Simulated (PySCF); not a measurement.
BH2, SMILES [BH2] (connectivity only; charge and spin as stated), charge +1, multiplicity 1.

Coordinates come from a PBE0-D3(BJ)/def2-TZVPD optimisation. The multiplicity is an assumed one; other spin states were not compared. The isomer is the one that the SMILES or the coordinates give; other isomers of the formula were not compared.

The numbers are results of TDA-ωB97X/def2-TZVPD (PySCF), not measurements.

Vertical excitations; the highest root listed may be one member of a degenerate set. The molecule is in vacuum. State labels are in the subgroup D2h.

Computed UV-visible absorptions:
```csv
state,symmetry,energy (eV),λ (nm),f,main pairs
S1,B2g,7.49,166,0.000,HOMO→LUMO+1 (degenerate set)
S2,B3g,7.49,166,0.000,HOMO→LUMO (degenerate set)
S3,B3u,11.71,106,0.373,HOMO−1→LUMO+1 (degenerate set)
S4,B2u,11.71,106,0.373,HOMO−1→LUMO (degenerate set)
S5,B1u,14.65,85,0.858,HOMO→LUMO+2 93 %
S6,B1u,15.94,78,0.118,HOMO→LUMO+3 94 %
S7,Ag,17.08,73,0.000,"HOMO−1→LUMO+2 48 %, HOMO→LUMO+4 44 %"
S8,Ag,17.18,72,0.000,"HOMO→LUMO+4 54 %, HOMO−1→LUMO+2 35 %, HOMO−1→LUMO+3 9 %"
S9,B3u,17.53,71,0.365,HOMO→LUMO+5 (degenerate set)
S10,B2u,17.53,71,0.365,HOMO→LUMO+6 (degenerate set)
T1,B3g,6.62,187,0,HOMO→LUMO (degenerate set)
T2,B2g,6.62,187,0,HOMO→LUMO+1 (degenerate set)
T3,B2u,8.82,141,0,HOMO−1→LUMO (degenerate set)
T4,B3u,8.82,141,0,HOMO−1→LUMO+1 (degenerate set)
```
Triplets are in the Tamm–Dancoff approximation.
